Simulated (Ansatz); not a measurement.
`[CH3][AlH][O][SiH2]O` and `[CH3][AlH][O][SiH2][SiH3]` differ in one atom or group.

Ansatz, PBE0-D4/def2-TZVP geometries, multiplicity 1. Each molecule was computed in one conformer, which needn't be the lowest.

```json
{"property": "HOMO energy (PBE/def2-TZVPP) / eV", "`[CH3][AlH][O][SiH2]O`": "-6.67"}
{"property": "size of the dipole moment (ωB97M-V/def2-TZVPP) / D", "`[CH3][AlH][O][SiH2]O`": "1.54"}
{"property": "HOMO–LUMO gap (PBE0/def2-TZVPP) / eV", "`[CH3][AlH][O][SiH2]O`": "7.30"}
{"property": "HOMO–LUMO gap (ωB97M-V/def2-TZVPP) / eV", "`[CH3][AlH][O][SiH2]O`": "11.08"}
{"property": "size of the dipole moment (B3LYP/def2-TZVPP) / D", "`[CH3][AlH][O][SiH2]O`": "1.53"}
{"property": "size of the dipole moment (PBE/def2-TZVPP) / D", "`[CH3][AlH][O][SiH2]O`": "1.49"}
```

Problem. What does the change do to each property? (Estimate.)

Solution. Computed: 
| property | `[CH3][AlH][O][SiH2][SiH3]` | shift |
| --- | --- | --- |
| HOMO energy (PBE/def2-TZVPP) / eV | -6.40 | 0.27 |
| size of the dipole moment (ωB97M-V/def2-TZVPP) / D | 1.01 | -0.53 |
| HOMO–LUMO gap (PBE0/def2-TZVPP) / eV | 6.83 | -0.47 |
| HOMO–LUMO gap (ωB97M-V/def2-TZVPP) / eV | 10.47 | -0.61 |
| size of the dipole moment (B3LYP/def2-TZVPP) / D | 1.00 | -0.53 |
| size of the dipole moment (PBE/def2-TZVPP) / D | 1.03 | -0.46 |

With PBE0 the HOMO rises by 0.39 eV and the LUMO falls by 0.09 eV, so the gap narrows by about 0.48 eV. PBE moves the HOMO by 0.27 eV and ωB97M-V by 0.52 eV. Dipoles are sizes alone; their direction can turn.

B3LYP here is the variant with VWN-RPA as its local correlation; programs differ in this.
